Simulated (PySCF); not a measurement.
## Continuum solvent and chemical shifts

Geometry:
| atom | x (Å) | y (Å) | z (Å) |
| --- | --- | --- | --- |
| C1 | -3.279 | 0.184 | 0.880 |
| C2 | -1.944 | -0.461 | 0.546 |
| C3 | -1.694 | -0.580 | -0.951 |
| C4 | -0.358 | -1.232 | -1.316 |
| C5 | 0.840 | -0.436 | -0.872 |
| C6 | 1.550 | -0.768 | 0.287 |
| C7 | 2.632 | 0.000 | 0.714 |
| C8 | 3.025 | 1.120 | -0.015 |
| C9 | 2.329 | 1.464 | -1.174 |
| C10 | 1.249 | 0.692 | -1.595 |
| H11 | -3.437 | 0.251 | 1.967 |
| H12 | -4.120 | -0.389 | 0.456 |
| H13 | -3.341 | 1.206 | 0.472 |
| H14 | -1.891 | -1.466 | 1.002 |
| H15 | -1.126 | 0.119 | 1.006 |
| H16 | -1.741 | 0.425 | -1.408 |
| H17 | -2.511 | -1.161 | -1.414 |
| H18 | -0.311 | -2.241 | -0.873 |
| H19 | -0.316 | -1.371 | -2.409 |
| H20 | 1.248 | -1.648 | 0.864 |
| H21 | 3.173 | -0.280 | 1.622 |
| H22 | 3.874 | 1.723 | 0.316 |
| H23 | 2.633 | 2.338 | -1.756 |
| H24 | 0.711 | 0.966 | -2.507 |

GIAO PBE0/pcSseg-1 in PySCF 2.14.0 with density-fitted response routines on one PBE0-D3(BJ)/def2-SVP conformer, non-relativistic, equivalent nuclei averaged. Solvents enter as an IEF-PCM continuum (chloroform with ε = 4.7, acetone with ε = 20.5, acetonitrile with ε = 35.7) around the gas-phase geometry. Shifts are referred to TMS computed in the same medium.

Gas phase, δ in ppm: C5 148.1, C6/C10 135.0, C7/C9 133.8, C8 131.5, C4 39.4, C3 37.5, C2 23.6, C1 16.3, H21/H23 7.41, H22 7.31, H20/H24 7.27, H18/H19 2.55, H16/H17 1.34, H14/H15 0.96. Dipole moment 0.35 D.

**Question.** How does each δ change in the continuum?

**Answer.** 
```tsv
atoms	environment	Δδ, chloroform	Δδ, acetone	Δδ, acetonitrile
C5	substituted aromatic carbon	+1.9	+2.6	+2.7
C6/C10	aromatic CH	+1.1	+1.5	+1.5
C7/C9	aromatic CH	+0.9	+1.2	+1.3
C8	aromatic CH	+0.7	+1.0	+1.0
C4	sp3 CH2 on an aromatic ring	+0.1	+0.1	+0.1
C3	sp3 CH2	+0.5	+0.7	+0.7
C2	sp3 CH2	+0.4	+0.7	+0.7
C1	methyl carbon	+0.2	+0.2	+0.3
H21/H23	hydrogen on an aromatic CH	+0.13	+0.18	+0.19
H22	hydrogen on an aromatic CH	+0.13	+0.18	+0.19
H20/H24	hydrogen on an aromatic CH	+0.15	+0.22	+0.23
H18/H19	hydrogen on an sp3 CH2 on an aromatic ring	+0.06	+0.09	+0.09
H16/H17	hydrogen on an sp3 CH2	+0.04	+0.05	+0.06
H14/H15	hydrogen on an sp3 CH2	-0.01	-0.02	-0.02
```

Changes are relative to the gas phase. The dipole moment becomes 0.50 D in chloroform, 0.57 D in acetone, 0.58 D in acetonitrile.

**Question.** Which nuclei move most (in ppm), and what does the model miss?

**Answer.** C5 (substituted aromatic carbon, +2.7 ppm) in acetonitrile. A continuum only polarises the solute; specific hydrogen bonds, the anisotropy of aromatic solvents and changes of geometry or conformer are outside it.
